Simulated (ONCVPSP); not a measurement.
# u(r) = r·R(r): atom against pseudo-atom (O)

Columns: radius, all-electron u(r) and pseudo u(r) of the 2s shell (level -31.39 eV) of oxygen in the configuration [He] 2s2 2p3.5; PBE, scalar-relativistic, ONCV scheme, ONCVPSP 4.0.1.

```csv
r (bohr),all-electron,pseudo
0.053,-0.3509,0.0743
0.105,-0.4295,0.1448
0.158,-0.3607,0.2143
0.210,-0.2193,0.2823
0.262,-0.0472,0.3525
0.315,0.1336,0.4265
0.368,0.3049,0.5004
0.420,0.4562,0.5690
0.473,0.5896,0.6335
0.525,0.6990,0.6931
0.578,0.7895,0.7533
0.630,0.8583,0.8132
0.683,0.9102,0.8721
0.735,0.9452,0.9214
0.788,0.9668,0.9565
0.840,0.9762,0.9735
0.893,0.9758,0.9756
0.945,0.9671,0.9671
0.998,0.9514,0.9514
1.050,0.9306,0.9306
1.102,0.9057,0.9057
1.155,0.8770,0.8771
1.208,0.8459,0.8459
1.260,0.8137,0.8137
1.313,0.7798,0.7798
1.365,0.7459,0.7459
```

How many radial nodes do the two functions have?

The all-electron 2s function has n − l − 1 = 1; the pseudo-wave has 0, since the states of the same l below it are removed with the core.

At about which radius was the pseudo-wave matched?

0.95 bohr. The columns agree to 0.0005 from 0.89 bohr on; several derivatives are matched, so the curves merge somewhat inside the radius.

Where does each function peak?

Outermost all-electron maximum near 0.84 bohr, pseudo maximum near 0.89 bohr (to the table’s step).

Is the pseudo-wave norm-conserving?

Yes: the ONCV scheme keeps the norm inside the radius equal to the all-electron one, which fixes the energy derivative of the logarithmic derivative at the level.
